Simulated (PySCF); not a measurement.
Input of a run (PBE0-D3(BJ)/def2-SVP geometry optimisation, gas phase (PySCF 2.14.0)), started from GFN2-xTB:
```
{"job": {"xc": "PBE0", "basis": "def2-SVP", "d3": "d3bj", "grid": 1, "maxiter": 40, "kind": "geom"}, "charge": 0, "multiplicity": 3}
Cr     0.124810     0.000080     0.051660
F      0.057460    -0.015940     1.773770
F      1.717490     0.011330    -0.544390
F     -0.954410     1.239680    -0.629090
F     -0.945350    -1.235150    -0.651950
```

Output (energies in Eh, forces in Eh/bohr):
```
step   0  E = -1442.90052522  max force = 0.057703
step   1  E = -1442.91798734  max force = 0.018945
step   2  E = -1442.92001078  max force = 0.005410
step   3  E = -1442.92047929  max force = 0.000809
step   4  E = -1442.92048649  max force = 0.000432
optimisation converged
```

Q: Summarise the run.

A: The energy falls by 12.5 kcal/mol over 5 energy and gradient evaluations, the largest force component goes from 0.0577 to 4.3e-04 Eh/bohr, and the atoms move by 0.173 Å rms after alignment. Among the bonds, Cr1–F4 and Cr1–F5 change most and about equally (-0.097 to -0.096 Å). Bonds longer at the end by more than 0.005 Å: 0 of 4; shorter: 4. Among the angles that change most is F4–Cr1–F5, from 88.1° to 109.7°. The energy never rose by more than 1e-6 Eh on the way. The first step brought 87 % of the lowering.

Q: What are the final bond lengths?

A: Cr1–F2 1.683 Å, Cr1–F3 1.683 Å, Cr1–F4 1.683 Å, Cr1–F5 1.683 Å. Numbering counts from 1 in the input's order; the species is `[F][Cr]([F])([F])[F]` [triplet].

The run used 87 basis functions and 57 SCF cycles in all. Time: 24 s wall. Hardware: one thread of an Arm Neoverse V1 (shared host).

Not checked by PBE0-D3(BJ)/def2-SVP frequencies. ⟨S²⟩ = 2.014 (exact for a triplet: 2.00).

Neither the SCF state along the optimisation nor the shape of the open-shell metal species was proved the lowest: other solutions of the same spin, or a structure of lower symmetry, can lie below.
